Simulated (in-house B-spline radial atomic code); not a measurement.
# V III (V2+): [Ne] 3s2 3p5 3d3 4d1 (an excited or competing configuration)

Level of theory: non-relativistic LDA exchange-only, spin-polarised, spherical fractional occupations, point nucleus; calculated with a B-spline radial code for spherical atoms.

Screening seen three ways: the hydrogenic charge with the same mean radius, Z_r = [3n² - l(l+1)]/(2<r>), the one with the same energy, Z_e = n√(-2ε), and Slater's rules. Values are occupation-weighted means over spin.

```json
{"shell": "1s", "electrons": "2", "ε (eV)": "-5340.8", "<r> (bohr)": "0.06717", "Z_r": "22.33", "Z_e": "19.81", "Slater": "22.70"}
{"shell": "2s", "electrons": "2", "ε (eV)": "-620.43", "<r> (bohr)": "0.3117", "Z_r": "19.25", "Z_e": "13.51", "Slater": "18.85"}
{"shell": "2p", "electrons": "6", "ε (eV)": "-528.69", "<r> (bohr)": "0.2753", "Z_r": "18.16", "Z_e": "12.47", "Slater": "18.85"}
{"shell": "3s", "electrons": "2", "ε (eV)": "-93.667", "<r> (bohr)": "0.9463", "Z_r": "14.27", "Z_e": "7.87", "Slater": "12.10"}
{"shell": "3p", "electrons": "5", "ε (eV)": "-69.028", "<r> (bohr)": "0.9967", "Z_r": "12.54", "Z_e": "6.76", "Slater": "12.10"}
{"shell": "3d", "electrons": "3", "ε (eV)": "-31.406", "<r> (bohr)": "1.17", "Z_r": "8.98", "Z_e": "4.56", "Slater": "5.30"}
{"shell": "4d", "electrons": "1", "ε (eV)": "-9.6125", "<r> (bohr)": "4.194", "Z_r": "5.01", "Z_e": "3.36", "Slater": "3.00"}
```

The least bound orbital is 4d up at -9.612 eV, and it is also the most diffuse (<r> = 4.194 bohr).

The density falls to 0.001 bohr⁻³ at 4.528 bohr; Σ<r²> = 33.82 bohr² gives, by the non-relativistic formula and without the paramagnetism of open shells, a Langevin diamagnetic susceptibility of -26.79×10⁻⁶ cm³/mol.
